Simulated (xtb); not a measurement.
C3H11Si3 (SMILES C1[SiH]C[SiH2]C[SiH2]1), doublet, geometry from GFN2-xTB. Base run: GFN2-xTB in xtb.

Geometry (Å):
```xyz
17

C      1.5969    -0.4039    -0.8745
Si     0.3817    -1.7933    -0.4132
C     -1.4074    -1.1461    -0.4288
Si    -1.6632     0.3917     0.6649
C     -0.4007     1.7148     0.1544
Si     1.4117     1.1513     0.2086
H      1.4581    -0.1239    -1.9193
H      2.6170    -0.7769    -0.7960
H      0.7204    -2.3800     0.8925
H     -1.7039    -0.9050    -1.4501
H     -2.0794    -1.9371    -0.0991
H     -1.4661     0.0285     2.0752
H     -3.0310     0.9100     0.4978
H     -0.6351     2.0585    -0.8534
H     -0.5191     2.5827     0.8014
H      1.7970     0.8346     1.5910
H      2.2874     2.2238    -0.2914
```
Charge 0, spin multiplicity 2.
All else is at xtb's defaults.
Base energy -17.13379 Eh.

Variants of this job, named by their change:

```csv
change,ΔE vs base (kJ/mol),dipole (D),G_solv (kcal/mol),SCF cycles
base,0.00,0.52,-,13
etemp = 1000,0.00,0.52,-,13
gbsa = acetonitrile,0.54,0.56,-0.02,14
file = coord,0.00,0.52,-,13
etemp = 3000,-0.81,0.50,-,13
alpb = dmso,-16.60,0.60,-4.25,14
acc = 30,0.00,0.52,-,10
```

ALPB and GBSA are two models with their own fitted parameters for each solvent, which aren't always the measured dielectric constant.
